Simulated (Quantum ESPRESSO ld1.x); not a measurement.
All-electron atom: Ca IV in [Ne] 3s2 3p4.5 3d0.5 (fractional occupations, a model configuration). Calculated with ld1.x of Quantum ESPRESSO 7.5: Dirac Kohn-Sham, PBE, spin-unpolarised, spherical densities, point nucleus; open shells fill j = l - 1/2 first. Some entries of the table are withheld. Estimate them.

| orbital | occ. | eigenvalue (Ry) | <1/r> (bohr^-1) | <r> (bohr) |
|---|---|---|---|---|
| 1s1/2 | 2 | -293.0930 | 19.74 | 0.07684 |
| 2s1/2 | 2 | -33.1604 | 4.060 | (1) |
| 2p1/2 | 2 | -27.5056 | 3.985 | 0.3255 |
| 2p3/2 | 4 | -27.2336 | 3.944 | 0.3280 |
| 3s1/2 | 2 | -5.8773 | 1.248 | 1.121 |
| 3p1/2 | 2 | -4.4503 | 1.139 | 1.198 |
| 3p3/2 | 2.5 | -4.4188 | 1.131 | 1.204 |
| 3d3/2 | 0.5 | -2.3113 | 0.8775 | (2) |
| 3d5/2 | 0 | -2.3088 | 0.8762 | (3) |

Answer. 
(1) 2s1/2 <r> (bohr): 0.3637
(2) 3d3/2 <r> (bohr): 1.439
(3) 3d5/2 <r> (bohr): 1.441
